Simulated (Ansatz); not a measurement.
Calculated with Ansatz (gas phase, PBE0-D4/def2-TZVP geometries, no zero-point term in ΔE). CCSD(T)/CBS adds triple-zeta CCSD(T) − MP2 to the extrapolated MP2 energy (def2 sets, frozen cores). This one scheme is used for every species. DFT in def2-TZVPP. HSE06 is defined as in plane-wave codes. One conformer a species, not always the lowest.

Consider the substitution at a C–B bond: `CB(C)N[SiH3]` + `N[SiH2]N` → `CN[SiH2]N` + `CBN[SiH3]`.

(1) Is it downhill or uphill in electronic energy at CCSD(T)/CBS, and by how much? (An estimate is asked.)

(2) What do these levels give: revPBE-D4, r2SCAN-D4, B97M-V, HSE06-D4, BHLYP-D4, ωB97M-V, revPBE, HSE06, CCSD/def2-TZVPP, CCSD(T)/def2-TZVPP, HF/def2-QZVPP, MP2/def2-QZVPP? (An estimate is asked.)

(3) What do rigid-rotor, harmonic-oscillator terms from PBE0-D4/def2-TZVP frequencies (298.15 K, 1 bar) make of the CCSD(T)/CBS value? (An estimate is asked.)

Largest T1 diagnostic among the species: 0.012.

Answers

(1) Ansatz gave: Uphill: ΔE = +86.7 kJ/mol.

(2) Computed: revPBE-D4 82.5, r2SCAN-D4 88.7, B97M-V 91.2, HSE06-D4 84.8, BHLYP-D4 82.2, ωB97M-V 85.9, revPBE 81.3, HSE06 84.0, CCSD/def2-TZVPP 84.2, CCSD(T)/def2-TZVPP 84.7, HF/def2-QZVPP 77.0, MP2/def2-QZVPP 89.2 kJ/mol.

(3) Ansatz gave: ΔZPE = +1.9 kJ/mol, ΔH = +87.2 kJ/mol, ΔS = -2 J/(mol·K), ΔG = +87.9 kJ/mol.

In def2-TZVPP, CCSD(T) changes the Hartree–Fock value by +7.6 kJ/mol (the triples alone add +0.5 kJ/mol) and MP2 by +11.0 kJ/mol. At CCSD(T), def2-SVP lies −14.7 kJ/mol from the extrapolated value and def2-TZVPP −2.0 kJ/mol.
